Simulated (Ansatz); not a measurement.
One change: `[OH][Al]([F])[CH2]CF` becomes `[OH][Al]([F])[CH2]Cl`.

Ansatz, PBE0-D4/def2-TZVP geometries, multiplicity 1. Each molecule was computed in one conformer, which needn't be the lowest.

| property | `[OH][Al]([F])[CH2]CF` |
| --- | --- |
| HOMO energy (PBE/def2-TZVPP) / eV | -7.49 |
| HOMO energy (ωB97M-V/def2-TZVPP) / eV | -11.26 |
| HOMO–LUMO gap (PBE0/def2-TZVPP) / eV | 8.45 |
| size of the dipole moment (ωB97M-V/def2-TZVPP) / D | 2.00 |
| ideal-gas entropy at 298 K and 1 bar (rigid rotor, harmonic PBE0-D4/def2-TZVP) / J/(mol·K) | 379 |
| HOMO energy (PBE0/def2-TZVPP) / eV | -8.97 |

Problem. What does the change do to each property? (Estimate.)

Solution. Ansatz gave: 
```tsv
property	`[OH][Al]([F])[CH2]Cl`	shift
HOMO energy (PBE/def2-TZVPP) / eV	-6.88	0.61
HOMO energy (ωB97M-V/def2-TZVPP) / eV	-10.46	0.80
HOMO–LUMO gap (PBE0/def2-TZVPP) / eV	7.57	-0.88
size of the dipole moment (ωB97M-V/def2-TZVPP) / D	1.31	-0.69
ideal-gas entropy at 298 K and 1 bar (rigid rotor, harmonic PBE0-D4/def2-TZVP) / J/(mol·K)	355	-24
HOMO energy (PBE0/def2-TZVPP) / eV	-8.23	0.74
```

With PBE0 the HOMO rises by 0.74 eV and the LUMO falls by 0.14 eV, so the gap narrows by about 0.88 eV. PBE moves the HOMO by 0.61 eV and ωB97M-V by 0.80 eV. The zero-point energy changes by -79.6 kJ/mol with -9 modes. Dipoles are sizes alone; their direction can turn. Modes under 60 cm⁻¹, often nearly free rotors, make the harmonic entropy too high.
